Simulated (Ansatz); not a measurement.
CH$_{5}$NTeZn, SMILES `[NH2][Zn][CH2][TeH]` at its PBE0-D4/def2-TZVP geometry, where that method's forces vanish. Charge 0, multiplicity 1. Te: def2 effective core potential.

```csv
atom,x (Å),y (Å),z (Å)
N1,1.1276,-1.7545,1.5661
Zn2,0.4765,-0.5964,0.3292
C3,-0.3247,0.5793,-0.9762
Te4,-1.9281,1.6912,-0.0890
H5,1.7927,-2.4579,1.2802
H6,1.4061,-1.3997,2.4691
H7,-0.7299,0.0124,-1.8142
H8,0.4142,1.2925,-1.3410
H9,-2.2346,2.6331,-1.4242
```

(1) For each bond, give half the difference of the two atoms' forces along it (eV/Å; positive pushes the atoms apart) under PBE-D4, r2SCAN-D4, B3LYP-D4, ωB97M-V in def2-TZVPP. (An estimate is asked.)

Answers

(1) Ansatz gave: 
```csv
bond,length (Å),PBE-D4,r2SCAN-D4,B3LYP-D4,ωB97M-V
N1–Zn2,1.815,-0.04,-0.08,0.10,0.04
N1–H5,1.009,0.26,0.07,-0.03,-0.04
N1–H6,1.009,0.26,0.07,-0.03,-0.04
Zn2–C3,1.931,-0.14,-0.10,0.02,0.01
C3–Te4,2.143,0.24,0.21,0.31,-0.02
C3–H7,1.090,0.10,-0.02,-0.14,-0.07
C3–H8,1.090,0.11,-0.02,-0.13,-0.07
Te4–H9,1.663,0.27,0.04,0.07,-0.15
```

B3LYP here is the variant with VWN-RPA as its local correlation; programs differ in this.
